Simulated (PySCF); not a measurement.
3-methylidenepent-1-en-4-yne (C6H6), SMILES C(C(C=C)=C)#C. Geometry optimised at PBE-D3(BJ)/def2-SVP. Other conformers were not sampled.

Computed with PBE-D3(BJ)/def2-SVP (PySCF).

Harmonic wavenumbers (cm⁻¹): 153, 156, 259, 296, 452, 493, 597, 631, 653, 695, 753, 754, 875, 905, 917, 985, 1011, 1261, 1289, 1352, 1382, 1592, 1651, 2150, 3079, 3088, 3093, 3185, 3199, 3407. Rotational constants (GHz): 4.650, 3.502, 1.998; symmetry number 1.

Task: Work out the zero-point energy and the ideal-gas rigid-rotor harmonic-oscillator thermochemistry at 298.15 K and 1 atm.

Result: ZPE = ½ Σ hcν = ½ × 40313 cm⁻¹ = 57.63 kcal/mol. H − E(el) = 62.31 kcal/mol. Entropy in cal/(mol K): translation 38.98, rotation 26.69, vibration 12.56, total 78.24. G − E(el) = 38.99 kcal/mol. Cp = 25.95 cal/(mol K).
